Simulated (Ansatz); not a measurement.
System: GaF, charge 1, doublet. GaF+ (parent SMILES [F][Ga], doublet).
B3LYP-D3(BJ)/def2-TZVP minimum from Ansatz (a first-principles code):
```xyz
2

Ga     0.0000     0.0000    -0.3878
F      0.0000     0.0000     1.3358
```
Charge +1, spin multiplicity 2.

Total energies in aug-cc-pVDZ, 9 correlated electrons, 15 frozen orbitals. Open shells are spin-unrestricted; no spin-orbit coupling. Cores are frozen in correlated methods (noble-gas shells, and filled d and f shells in the p block). No relativity. The spin of FGa+ (parent SMILES [F][Ga], doublet) was assumed, and the state is the lowest solution found for it.

```csv
method,program,energy (Eh),minus CCSDTQ (mEh)
HF,Ansatz,-2022.38652,245.89
MP2,Ansatz,-2022.62375,8.66
CCSD,Ansatz,-2022.62456,7.85
CCSD(T),Ansatz,-2022.63142,0.99
CCSDT(Q),Ansatz,-2022.63253,-0.12
CCSDTQ,Ansatz,-2022.63241,0.00
```

Rough core times of Ansatz's runs on a shared machine: CCSD(T) under 20 s, CCSDT(Q) 2 min, CCSDTQ 40 min.
